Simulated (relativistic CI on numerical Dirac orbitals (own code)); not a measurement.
Level scheme of Nd26+

Calculated at this level of theory: Dirac-Coulomb-Breit CI, separate exchange-only KLI orbitals for each configuration, model QED, unscaled Slater integrals (own radial code, finite nucleus).

Configurations in the expansion (outside the closed core [Ar] 3d10): 4s2 4p4, 4s 4p5, 4s2 4p3 4d, 4p6, 4s 4p4 4d, 4s2 4p3 4f, 4s 4p4 4f, 4p5 4d, 4s 4p3 4d2, 4s2 4p2 4d 4f, 4p5 4f, 4p4 4d2, 4p3 4d3, 4p3 4d2 4f. Double excitations out of closed p, d and f shells are left out; levels of such configurations are missing from the list, as are those of other unlisted configurations, and high levels can miss mixing partners.

The lowest level is 4s2 4p4 3P_2, with 73 % of that term; Hund's rules for 4s2 4p4 give 3P with J = 2, in agreement.

```tsv
No.	Configuration	Term	J	E (cm⁻¹)	%	Next component (%)	Landé g	jj configuration (%)
1	4s2 4p4	3P	2	0	73	26 1D	1.366	4p3/2^2 (98)
2	4s2 4p4	1S	0	57825	55	45 3P		4p3/2^2 (98)
3	4s2 4p4	3P	1	226031	99	1 4s 4p4 4d 3P	1.499	4p1/2 4p3/2^3 (99)
4	4s2 4p4	1D	2	254768	73	26 3P	1.130	4p1/2 4p3/2^3 (98)
5	4s2 4p4	3P	0	508484	54	44 1S		4p3/2^4 (97)
6	4s 4p5	3P°	2	725696	83	13 4s2 4p3 4d 3P°	1.493	4s 4p3/2^3 (83)
7	4s 4p5	3P°	1	776570	38	25 1P°	1.262	4s 4p3/2^3 (58)
8	4s2 4p3 4d	3F°	2	828732	32	29 3D°	1.038	4p3/2 4d3/2 (89)
9	4s2 4p3 4d	3P°	0	838215	45	42 5D°		4p3/2 4d3/2 (92)
10	4s2 4p3 4d	5D°	3	842550	29	26 3F°	1.209	4p3/2 4d3/2 (81)
11	4s2 4p3 4d	5D°	1	872174	41	21 3P°	1.331	4p3/2 4d3/2 (57)
12	4s2 4p3 4d	5D°	4	884204	41	39 3F°	1.313	4p3/2 4d5/2 (94)
13	4s2 4p3 4d	3D°	2	916610	33	32 5D°	1.310	4p3/2 4d5/2 (73)
14	4s 4p5	3P°	0	951489	75	22 4s2 4p3 4d 3P°		4s 4p1/2 4p3/2^4 (75)
15	4s2 4p3 4d	3G°	3	954849	25	20 3F°	1.104	4p3/2 4d5/2 (63)
16	4s2 4p3 4d	3D°	1	982684	50	14 1P°	0.915	4p3/2 4d5/2 (59)
17	4s 4p5	1P°	1	996279	23	18 4s2 4p3 4d 3D°	1.116	4p1/2 4p3/2^2 4d3/2 (41)
18	4s2 4p3 4d	3F°	2	1029472	45	30 3D°	1.008	4p1/2 4p3/2^2 4d3/2 (93)
19	4s2 4p3 4d	1S°	0	1036252	51	38 5D°		4p1/2 4p3/2^2 4d3/2 (69)
20	4s2 4p3 4d	3D°	1	1046300	67	14 5D°	0.752	4p1/2 4p3/2^2 4d3/2 (49)
21	4s2 4p3 4d	3F°	3	1047777	50	18 3G°	1.122	4p1/2 4p3/2^2 4d3/2 (85)
22	4s2 4p3 4d	3D°	3	1074547	62	21 5D°	1.308	4p1/2 4p3/2^2 4d5/2 (93)
23	4s2 4p3 4d	3G°	4	1076598	64	16 3F°	1.120	4p1/2 4p3/2^2 4d3/2 (77)
24	4s2 4p3 4d	5D°	4	1086193	33	32 1G°	1.242	4p1/2 4p3/2^2 4d5/2 (81)
25	4s2 4p3 4d	3F°	2	1113809	53	29 1D°	0.881	4p1/2 4p3/2^2 4d3/2 (86)
26	4s2 4p3 4d	3F°	4	1114675	56	37 1G°	1.151	4p1/2 4p3/2^2 4d5/2 (89)
27	4s2 4p3 4d	3G°	5	1126844	99	1 4s 4p3 4d2 3G°	1.198	4p1/2 4p3/2^2 4d5/2 (99)
28	4s2 4p3 4d	3S°	1	1150199	22	22 3D°	1.266	4p1/2 4p3/2^2 4d5/2 (46)
29	4s2 4p3 4d	3P°	0	1165442	47	32 1S°		4p1/2 4p3/2^2 4d5/2 (65)
30	4s2 4p3 4d	3P°	2	1169796	38	33 3D°	1.291	4p1/2 4p3/2^2 4d5/2 (74)
31	4s2 4p3 4d	3P°	2	1179066	42	23 3D°	1.248	4p1/2 4p3/2^2 4d3/2 (48)
32	4s2 4p3 4d	3D°	3	1190302	68	13 3G°	1.201	4p1/2 4p3/2^2 4d3/2 (52)
33	4s2 4p3 4d	3F°	3	1195207	35	33 3D°	1.140	4p1/2 4p3/2^2 4d5/2 (84)
34	4s2 4p3 4d	3P°	1	1199596	53	17 1P°	1.262	4p1/2 4p3/2^2 4d3/2 (57)
35	4s2 4p3 4d	3D°	2	1211789	34	32 3F°	1.070	4p1/2 4p3/2^2 4d5/2 (65)
36	4s2 4p3 4d	1F°	3	1233373	42	30 3F°	1.050	4p1/2 4p3/2^2 4d5/2 (48)
37	4s2 4p3 4d	3S°	1	1235175	48	21 1P°	1.487	4p1/2 4p3/2^2 4d3/2 (40)
38	4s2 4p3 4d	1P°	1	1269373	44	34 3D°	0.954	4p1/2 4p3/2^2 4d3/2 (55)
39	4s2 4p3 4d	1D°	2	1283197	43	33 3D°	1.168	4p1/2 4p3/2^2 4d5/2 (79)
40	4s2 4p3 4d	3F°	4	1366171	56	15 3G°	1.215	4p3/2^3 4d5/2 (96)
41	4s2 4p3 4d	3P°	2	1374242	40	25 1D°	1.255	4p3/2^3 4d5/2 (94)
42	4s2 4p3 4d	3P°	0	1389989	77	10 4s 4p5 3P°		4p3/2^3 4d3/2 (79)
43	4s2 4p3 4d	3P°	1	1399512	38	24 3D°	1.234	4p3/2^3 4d3/2 (70)
44	4s2 4p3 4d	3D°	3	1409276	48	29 1F°	1.201	4p3/2^3 4d5/2 (94)
45	4s2 4p3 4d	3D°	2	1432968	45	36 1D°	1.050	4p3/2^3 4d3/2 (81)
```

Energies count from the lowest computed level; ° marks odd parity. Filled j subshells are mostly left out of the jj labels.

The mean weight of the leading LS term, summed over parents, in these 45 levels is 50 %, and that of the leading jj configuration (from the same eigenvectors) 76 %, so jj coupling describes them better and the LS labels are nominal.

At this charge energies of transitions that change n are usually good to better than 1 %, and those within a shell (Δn = 0) to a few per cent.

LS names give the leading component of a level, which can be under half, so a name can repeat, a term be missing and a line seem to break the LS rules.
